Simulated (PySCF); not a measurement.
The vertical singlet excitations below were computed for one of the candidates. Level of theory: TDDFT PBE0/def2-SVPD, vertical, gas phase, core orbitals frozen in the response (PySCF 2.14.0, density-fitted response routines). Geometries: GFN2-xTB, one conformer each.

```
state  E (eV)       f
   S1    7.46   0.389
   S2    7.80   0.012
   S3    8.06  0.0002
   S4    8.66   0.024
   S5    8.78  0.0015
   S6    8.83  0.0013
```

Problem. Which candidate is it?
A. `FC[C@H]1CCN1`
B. `C=C(C)C(F)(F)F`
C. `FC(F)[C@@H]1C[C@@H]1F`

Solution. B. Its S1 lies at 7.46 eV; the nearest of the others has S1 at 8.09 eV. S1 is HOMO→LUMO (96%). Löwdin shares by element: HOMO carbon 81% or more (atoms not listed hold the other 19%); LUMO carbon 67% or more, hydrogen 13% or more (atoms not listed hold the other 20%). At the same level the other candidates give, for their lowest levels:
- `FC[C@H]1CCN1`: 6.09 eV (f 0.001); 6.73 eV (f 0.003); 6.85 eV (f 0.007); 7.18 eV (f 0.050); 7.72 eV (f 0.000); T1 5.80 eV; HOMO -6.76, LUMO 0.71 eV
- `FC(F)[C@@H]1C[C@@H]1F`: 8.09 eV (f 0.001); 8.57 eV (f 0.005); 8.66 eV (f 0.016); 8.83 eV (f 0.002); 9.13 eV (f 0.036); T1 7.80 eV; HOMO -8.86, LUMO 0.65 eV

Conformer computed: `[CH2:1]=[C:2]([CH3:3])[C:4]([F:5])([F:6])[F:7]`: C1–C2–C4–F5 -121°.
Triplets come from the Tamm–Dancoff approximation.
